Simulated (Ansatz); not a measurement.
System: C$_{4}$H$_{3}$N$_{2}$ (charge -1, singlet). It need not be the lowest isomer of its formula. Whether it binds its extra electron was not tested at this geometry. 
Coordinates optimised at B3LYP-D3(BJ)/def2-TZVP (Ansatz, a quantum-chemistry and plane-wave program):
```
C
N 1 1.3413
C 2 1.3376 1 113.30
N 3 1.3275 2 128.88 1 0.00
C 1 1.3806 2 122.45 3 0.00
H 5 1.0903 1 118.22 2 180.00
C 4 1.3913 3 120.10 2 0.00
H 3 1.0941 4 116.28 7 180.00
H 1 1.0941 2 115.88 3 180.00
```
Charge -1, spin multiplicity 1.

Total electronic energies in hartree. Correlated levels leave the core frozen unless marked. Spin-orbit coupling is left out. Non-relativistic. CBS(X,Y): correlation extrapolated as X^-3; Hartree-Fock from the larger set.

```tsv
level	program	energy (Eh)
HF/aug-cc-pVTZ	Ansatz	-262.13659
HF/aug-cc-pVQZ	Ansatz	-262.15141
RI-HF/aug-cc-pVQZ	Ansatz	-262.15120
PBE0/def2-QZVPP	Ansatz	-263.48426
MP2/6-31G*	Ansatz	-262.84981
MP2/cc-pVTZ	Ansatz	-263.14853
RI-MP2/cc-pVTZ	Ansatz	-263.14814
CCSD(T)/6-31G*	Ansatz	-262.91356
CCSD(T)/CBS(aug-cc-pVTZ,aug-cc-pVQZ)	Ansatz	-263.3462
```

Totals of different functionals don't rank their quality; only differences between species are comparable.
